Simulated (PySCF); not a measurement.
**How methods differ on the excitation energy of Sn**

Sn [Kr] 4d10 5s2 5p2 (3P) → Sn [Kr] 4d10 5s1 5p3, s spin flipped, as a difference of total energies. All numbers are calculated (PySCF 2.14, no relativity, point nucleus, in dyall-av2z (22s16p12d, 130 functions)). Correlated levels: valence: [Kr] 4d10 frozen; virtual orbitals above 40 to 60 times the deepest correlated orbital energy dropped. The calculations carry no spin-orbit coupling.

```
           method  excitation energy (eV)
              UHF                   7.828
    MP2 (valence)                   6.845
SCS-MP2 (valence)                   6.775
```

**Question.** How much does correlation contribute at MP2 (valence)?

**Answer.** 6.845 − (7.828) = -0.983 eV, measured against UHF.

The upper determinant mixes two multiplicities, so it lies between the two terms.

The coupled-cluster amplitudes are large for the upper state (T1 above 0.03 or a double amplitude above 0.15), so a single reference is strained.
